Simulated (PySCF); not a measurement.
# Ionisation energy of La¹⁸⁺ by level of theory

La¹⁸⁺ [Kr] 4d3 [4d3/2^3, M_J = 3/2] → La¹⁹⁺ [Kr] 4d2 [4d3/2^2, M_J = 2], as a difference of total energies. Calculation: PySCF 2.14, in an even-tempered Gaussian basis (18 s from 1 bohr⁻², ratio 2.8; 14 p from 1.4 bohr⁻², ratio 2.8; 9 d from 1.4 bohr⁻², ratio 2.8; 4 f from 5.4 bohr⁻², ratio 3); the two-component X2C-1e Hamiltonian. Correlated levels: [Ar] 3d10 frozen; the 92 highest virtual spinors dropped. "Screened" scales the spin-orbit matrix elements by Boettger's factors to mimic the two-electron term; Breit and QED terms are absent.

| method | ionisation energy (eV) |
| --- | --- |
| GHF (screened spin-orbit) | 497.43 |
| GMP2 (screened spin-orbit) | 497.96 |

**Question.** How much does correlation contribute at GMP2 (screened spin-orbit)?

**Answer.** 497.96 − (497.43) = 0.53 eV, measured against GHF (screened spin-orbit).

Breit and QED terms and the two-electron picture change are absent.

The labels give the starting determinants; with spin-orbit coupling the two ends relaxed to ⟨J²⟩ = 4.77, ⟨L²⟩ = 10.66, ⟨S²⟩ = 3.10 and ⟨J²⟩ = 6.15, ⟨L²⟩ = 10.80, ⟨S²⟩ = 1.66.

The determinant of La¹⁸⁺ mixes levels of different J (the jj label is only the starting occupation), so the difference between spin-free and spin-orbit rows is not the physical spin-orbit shift.

For comparison: 498 ± 3 eV (theoretical estimate listed by NIST; NIST Atomic Spectra Database, ionization energies).
